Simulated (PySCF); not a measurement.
## Gas-phase thermal properties of RbCl

Computed with PySCF (xtb for GFN2) and rigid-rotor harmonic-oscillator thermochemistry at 1 bar. All species are closed-shell singlets. Rb: scalar-relativistic def2 core potential, no spin-orbit coupling. The harmonic model lacks anharmonicity and excited electronic states, which grow with temperature; levels with a mode under 35 cm⁻¹ are left out.

| level | point group | σ | ZPE (kJ/mol) | S°298 (J/mol/K) | Cp298 (J/mol/K) | S°1000 (J/mol/K) | H1000 − H298 (kJ/mol) |
|---|---|---|---|---|---|---|---|
| GFN2-xTB | C∞v | 1 | 1.1 | 251.1 | 36.9 | 296.1 | 26.2 |
| PBE/def2-SVP | C∞v | 1 | 1.4 | 249.5 | 36.6 | 294.4 | 26.1 |
| PBE0/def2-TZVP | C∞v | 1 | 1.4 | 250.0 | 36.6 | 294.9 | 26.1 |
σ: rotational symmetry number. Electronic degeneracy used: 1. Frequencies are unscaled.
